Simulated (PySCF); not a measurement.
Below is a simulated gas-phase Cl 2p photoelectron spectrum of GeCl3(NHMe) (`C[NH][Ge]([Cl])([Cl])[Cl]`).

Every computed line was given a Gaussian of 0.4 eV full width at half maximum and an area set by the number of equivalent atoms (split 2:1 within a doublet); the highest printed point is 100. Computed with delta-SCF UKS SCAN, pcX-2 on the ionised atom, pcseg-1 elsewhere, spin-free X2C in PySCF.

binding energy (eV), intensity and a bar:
```
    205.6          0 
    205.7          1 
    205.8          7 ##
    205.9         22 #######
    206.0         52 ################
    206.1         86 ##########################
    206.2        100 ##############################
    206.3         82 #########################
    206.4         48 ##############
    206.5         20 ######
    206.6          6 ##
    206.7          1 
    206.8          0 
    206.9          0 
    207.0          0 
    207.1          0 
    207.2          0 
    207.3          0 
    207.4          2 
    207.5          6 ##
    207.6         17 #####
    207.7         34 ##########
    207.8         48 ##############
    207.9         48 ##############
    208.0         34 ##########
    208.1         17 #####
    208.2          6 ##
    208.3          1 
    208.4          0
```

Q: How many maxima does the curve show, and how many computed lines lie under it?

A: The curve has 2 maxima (at 206.2 and 207.8 eV). Under it lie 2 lines from 1 inequivalent chlorine site, drawn as a 2p3/2, 2p1/2 pair.

Q: Decompose the envelope and assign each component. Bonds: Ge1–Cl2, Ge1–Cl3, Ge1–Cl4, Ge1–N5, N5–C6. Hydrogens: H7 on N5; H8, H9, H10 on C6.

A: 
| position (eV) | relative area | line | atoms | environment |
| --- | --- | --- | --- | --- |
| 206.19 | 2.00 | Cl 2p3/2 | Cl2/Cl3/Cl4 | chlorine bonded to Ge |
| 207.85 | 1.00 | Cl 2p1/2 | Cl2/Cl3/Cl4 | chlorine bonded to Ge |

No satellites, vibrations or lifetime broadening are included. One atom of each set of topologically equivalent atoms was ionised and stands for the set; in this conformer not all members are related by symmetry, and their own values weren't computed. 2p3/2 and 2p1/2 are the ΔSCF energy of one spin-free 2p hole plus the eigenvalues of a spin–orbit and ligand-field matrix of the shell. 2p1/2 minus 2p3/2 (ligand field included): Cl 1.65 eV. Geometry: PBE0-D3(BJ)/def2-SVP; no solvent, vibrations or thermal averaging.
